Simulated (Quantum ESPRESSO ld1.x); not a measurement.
Question: The mean radii <r> (bohr) of the occupied orbitals of an atom or ion are listed with their occupations. Calculated with ld1.x of Quantum ESPRESSO 7.5: scalar-relativistic Kohn-Sham, PBE, spin-unpolarised, spherical densities, point nucleus.

| orbital | occ. | <r> |
|---|---|---|
| 1s | 2 | 0.02457 |
| 2s | 2 | 0.1052 |
| 2p | 6 | 0.09236 |
| 3s | 2 | 0.2786 |
| 3p | 6 | 0.2767 |
| 3d | 10 | 0.2536 |
| 4s | 2 | 0.6372 |
| 4p | 6 | 0.6747 |
| 4d | 10 | 0.7440 |
| 5s | 2 | 1.503 |
| 5p | 6 | 1.715 |
| 4f | 1 | 1.060 |

Name the element and its charge.

Answer: Z = 58, cerium, charge +3: Ce3+ in [Xe] 4f1. The 1s radius gives Z: for a bare nucleus <r> = (2 gamma + 1)/(2Z) with gamma = sqrt(1 - (Z/c)^2), 0.02424 bohr for Z = 58, and screening makes it slightly larger (0.02457 here). The occupations add up to 55, and the charge is Z minus that.
